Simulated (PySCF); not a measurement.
In(F)(nPr)2, SMILES CC[CH2][In]([F])[CH2]CC, singlet (GFN2-xTB optimised geometry):

```
22

In    -0.252     0.000     0.000
F      1.751     0.000     0.000
C     -0.962    -2.176    -0.002
C      0.202    -3.102     0.281
C     -0.237    -4.565     0.235
H     -1.397    -2.363    -0.985
H     -1.743    -2.258     0.755
H      0.993    -2.937    -0.457
H      0.622    -2.881     1.268
H     -1.013    -4.754     0.975
H      0.605    -5.221     0.443
H     -0.634    -4.814    -0.748
C     -0.964     2.175     0.000
C      0.197     3.102    -0.295
C     -0.245     4.564    -0.251
H     -1.391     2.364     0.986
H     -1.751     2.253    -0.751
H      0.993     2.941     0.439
H      0.610     2.878    -1.283
H     -1.026     4.749    -0.987
H      0.594     5.221    -0.466
H     -0.636     4.816     0.733
```

Method: CAM-B3LYP/def2-SVP, def2 effective core potentials past Kr (PySCF).

Question: What are the frontier orbital energies and the dipole moment?

Answer: HOMO-2 -10.45 eV, HOMO-1 -9.56 eV, HOMO -7.90 eV, LUMO -0.18 eV, LUMO+1 0.28 eV; dipole moment 3.16 D.

On the same geometry PBE/def2-SVP, def2 effective core potentials past Kr in PySCF gives HOMO-2 -6.99 eV, HOMO-1 -6.82 eV, HOMO -5.60 eV, LUMO -1.68 eV, LUMO+1 -1.50 eV; dipole moment 2.86 D.
